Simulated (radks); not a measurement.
Spherical quantum dot in the effective-mass picture: electrons in a parabolic well V = omega^2 r^2 / 2 with omega = 0.119, with a point charge +1 (a donor) at the centre, all in effective atomic units (hartree* = m*/eps^2 hartree, bohr* = eps/m* bohr), one dielectric constant everywhere. Calculated with a radial shooting solver with Libxc functionals: non-relativistic Kohn-Sham, LDA (Slater exchange, Perdew-Wang correlation), spin-polarised, spherical densities. Levels are named by radial order and angular momentum (1s, 1p, 1d, 2s, ...), and open shells are averaged over m. Results are scaled to m* = 0.153 and eps = 13, for which hartree* = 24.64 meV and bohr* = 4.496 nm.

N = 26, configuration 1s2 1p6 1d10 2s2 1f(up 6, down 0). This is the lowest configuration that the search found. Occupied and some empty levels:

| level | occupation | eigenvalue (meV) | <r> (nm) |
|---|---|---|---|
| 1s down | 1 | 71.415 | 12.23 |
| 1s up | 1 | 71.424 | 13.01 |
| 2s up | 1 | 72.915 | 37.01 |
| 1p up | 3 | 73.024 | 39.17 |
| 2s down | 1 | 73.179 | 36.93 |
| 1p down | 3 | 73.294 | 38.21 |
| 1d up | 5 | 73.764 | 42.56 |
| 1d down | 5 | 74.073 | 42.19 |
| 1f up | 6 | 74.666 | 45.05 |
| 1f down | 0 | 74.991 | 44.99 |
| 2p up | 0 | 75.398 | 35.56 |
| 2p down | 0 | 75.545 | 35.88 |
| 1g up | 0 | 75.715 | 47.12 |
| 1g down | 0 | 76.044 | 47.23 |
| 2d up | 0 | 76.697 | 39.81 |
| 2d down | 0 | 76.867 | 39.79 |

Energy (meV): total 1093.04, kinetic 54.606, external 280.92, Hartree 849.76, exchange-correlation -92.246.
